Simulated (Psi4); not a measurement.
Intermolecular potential of H4Si ··· Cl2 (SMILES [SiH4] and ClCl), singlet. Monomers: optimised at B3LYP-D3(BJ) (def2-TZVP), held rigid. Orientation: a higher rigid-body minimum at GFN2-xTB. R is the distance of the centres of mass, along which the second monomer moves.

Geometry at R = 4.65 Å (first 5 atoms: monomer A):
```
7

Si     0.0000     0.0000     0.0000
H      0.6318     0.6582     1.1658
H     -0.6544     1.0213    -0.8486
H     -1.0120    -0.9724     0.4709
H      1.0346    -0.7071    -0.7881
Cl    -0.8553     2.9973     1.9963
Cl    -1.8879     4.6260     2.5752
```

- revPBE/def2-TZVP, counterpoise-corrected (Psi4)
- SAPT0/jun-cc-pVDZ, frozen core (Psi4)

Interaction energies in kJ/mol:

| R / Å | revPBE/def2-TZVP |
|---|---|
| 4.03 | 13.35 |
| 4.24 | 7.14 |
| 4.44 | 3.92 |
| 4.65 | 1.99 |
| 4.85 | 0.91 |
| 5.08 | 0.21 |
| 5.36 | -0.19 |
| 5.66 | -0.30 |
| 6.17 | -0.23 |
| 6.82 | -0.08 |
| 7.87 | -0.01 |
| 9.17 | 0.00 |

Question: Predict the corresponding SAPT0/jun-cc-pVDZ column.

Answer: 4.03: 14.82; 4.24: 5.42; 4.44: 1.08; 4.65: -0.88; 4.85: -1.51; 5.08: -1.56; 5.36: -1.30; 5.66: -0.97; 6.17: -0.56; 6.82: -0.28; 7.87: -0.10; 9.17: -0.04 (kJ/mol).
